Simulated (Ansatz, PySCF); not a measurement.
Pair of molecules: CH3F (SMILES CF) (first 5 atoms) with CH3Cl (SMILES CCl); geometry from B3LYP-D3(BJ)/def2-TZVP.
(charge 0, multiplicity 1):
```xyz
10

C     -0.576    -0.128    -0.268
F      0.335    -1.134     0.065
H     -1.446    -0.591    -0.733
H     -0.861     0.394     0.645
H     -0.093     0.557    -0.966
C      0.705    -0.919     3.407
Cl    -0.450     0.458     3.520
H      0.779    -1.211     2.365
H      1.664    -0.583     3.788
H      0.316    -1.732     4.012
```

Monomers are frozen at their geometry in the pair; levels with a basis set take the counterpoise correction. Rows marked so take none.

Frozen-core correlation. Rows in 6-31G* carry no dispersion term and start afresh at each structure (6-31G* with six Cartesian d functions).

Run with Ansatz (a program for electronic structure) with Gaussian orbitals; PySCF for 6-31G* rows, the dispersion terms. 

| level | interaction energy (kJ/mol) |
|---|---|
| HF/aug-cc-pV(D+d)Z | -3.7 |
| BLYP/def2-TZVPPD | -2.6 |
| r2SCAN-D3(BJ)/def2-TZVPPD | -9.8 |
| B3LYP/6-31G* (no counterpoise) | -14.6 |
| BHLYP-D4/def2-TZVPPD | -11.7 |
| CAM-B3LYP-D4/def2-TZVPPD | -11.6 |
| B2PLYP/def2-TZVPPD | -7.2 |
| CCSD/aug-cc-pV(D+d)Z | ___ |
| CCSD(T)/aug-cc-pV(D+d)Z | ___ |

Q: What belongs in the gaps?

A: 
- CCSD/aug-cc-pV(D+d)Z, interaction energy (kJ/mol): -8.2
- CCSD(T)/aug-cc-pV(D+d)Z, interaction energy (kJ/mol): -9.0
